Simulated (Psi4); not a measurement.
Dimer: H2S (SMILES S) (first 3 atoms) with H4OSi (SMILES O[SiH3]); geometry from B3LYP-D3(BJ)/def2-TZVP, rigid monomers moved along the line of their centres of mass till H2···O4 is 3.11 Å.
(charge 0, multiplicity 1):
```json
[
 {"atom": "S", "x (Å)": "0.4593", "y (Å)": "-0.1280", "z (Å)": "-0.0294"},
 {"atom": "H", "x (Å)": "0.2706", "y (Å)": "0.5953", "z (Å)": "1.0895"},
 {"atom": "H", "x (Å)": "-0.8584", "y (Å)": "-0.2164", "z (Å)": "-0.2696"},
 {"atom": "O", "x (Å)": "-0.2290", "y (Å)": "1.0180", "z (Å)": "4.1318"},
 {"atom": "Si", "x (Å)": "-0.5114", "y (Å)": "-0.4644", "z (Å)": "4.8255"},
 {"atom": "H", "x (Å)": "0.3293", "y (Å)": "1.6419", "z (Å)": "4.6023"},
 {"atom": "H", "x (Å)": "0.7245", "y (Å)": "-1.2789", "z (Å)": "4.8867"},
 {"atom": "H", "x (Å)": "-1.5152", "y (Å)": "-1.1198", "z (Å)": "3.9679"},
 {"atom": "H", "x (Å)": "-1.0370", "y (Å)": "-0.3038", "z (Å)": "6.2034"}
]
```

Method: SAPT0/jun-cc-pV(D+d)Z in Psi4.

Question: Which attractive term is largest, and how does the interaction split up?

Answer: electrostatics -4.7, exchange 1.1, induction -0.4, dispersion -1.6, total -5.6 kJ/mol; the largest attraction is electrostatics.
